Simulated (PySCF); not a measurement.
## How good is the calculation?

Geometry (Å), atoms numbered from 1 in this order:
```xyz
2

H     0.383   -0.006   -0.005
H    -0.378    0.009   -0.023
```

PySCF 2.14 calculation with PBE0-D3(BJ)/def2-SVP geometry, shielding tensors at PBE/pcSseg-2 (GIAO) and B3LYP/pcJ-1 coupling constants; no relativistic terms, a single conformation, fast rotation and ring inversion assumed for equivalent nuclei, isolated molecule.

Reference values: measured (gas, zero density; Jackowski, Wilczek, Molecules 2024, 29, 2617).
| atoms | quantity | reference | computed |
| --- | --- | --- | --- |
| H1/H2 | σ ¹H | 26.29 | 26.34 |

Reference values: measured (solution, DMSO-d6, 298 K; Fulmer et al., Organometallics 2010, 29, 2176).
```csv
atoms,quantity,reference,computed
H1/H2,δ ¹H,4.61,4.84
```

Reference values: measured (solution, THF-d8, 298 K; Fulmer et al., Organometallics 2010, 29, 2176).
```json
{"atoms": "H1/H2", "quantity": "δ ¹H", "reference": "4.55", "computed": "4.84"}
```

Reference values: measured (solution, CD3OD, 298 K; Fulmer et al., Organometallics 2010, 29, 2176).
```json
{"atoms": "H1/H2", "quantity": "δ ¹H", "reference": "4.56", "computed": "4.84"}
```

Reference values: measured (solution, CDCl3, 298 K; Fulmer et al., Organometallics 2010, 29, 2176).
| atoms | quantity | reference | computed |
| --- | --- | --- | --- |
| H1/H2 | δ ¹H | 4.62 | 4.84 |

Reference values: measured (solution, acetone-d6, 298 K; Fulmer et al., Organometallics 2010, 29, 2176).
```tsv
atoms	quantity	reference	computed
H1/H2	δ ¹H	4.54	4.84
```

Absolute shieldings are compared as such; zero-point and thermal motion, absent here, lowers them by some tenths of a ppm for H, a few ppm for C and up to about 10 ppm for F.

Computed shifts are σ(ref) − σ with the named reference compound (TMS for H and C) calculated as an isolated molecule at the same level.

Coupling constants in Hz:
```tsv
coupling	reference	computed	source
¹J(H1,H2)	279.7	327.0	measured; Jessen and Sauer, arXiv:2312.00705
```

How far are the unscaled ¹H shifts from the references?

## Answers

Mean signed difference +0.26 ppm, mean absolute 0.26 ppm over 5 comparisons; the largest is +0.30 ppm at H1/H2 (hydrogen).

7 of the 14 published NMR values on file for this molecule are compared. The rest: values from further sources, protons in aromatic solvents, other calculations.
